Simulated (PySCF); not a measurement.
**Working out the ionisation energy of Ag**

Ag [Kr] 4d10 5s1 (2S) → Ag⁺ [Kr] 4d10 (1S). All numbers are calculated (PySCF 2.14, scalar relativity through the core potential, in aug-cc-pVDZ-PP with ECP28MDF). Frozen: 4s2 4p6. Energies in hartree (1 hartree = 27.21139 eV):

```
            part   Ag (lower)  Ag⁺ (upper)
             UHF  -146.054522  -145.820527
CCSD correlation    -0.312970    -0.279036
             (T)    -0.008694    -0.006052
```

What does Hartree-Fock give?

(-145.820527) − (-146.054522) = 0.233995 hartree = 6.367 eV.

What do CCSD and CCSD(T) give?

The CCSD correlation energies differ by 0.033934 hartree = 0.923 eV and the triples by 0.002642 hartree = 0.072 eV, so CCSD gives 7.290 eV and CCSD(T) 7.362 eV.

Measured between the centres of the two terms (NIST): 7.576 eV, so CCSD(T) (valence) is off by -0.214 eV.

A double-zeta basis recovers only part of the correlation energy.

What remains against the reference includes basis incompleteness, the frozen core and higher excitations.
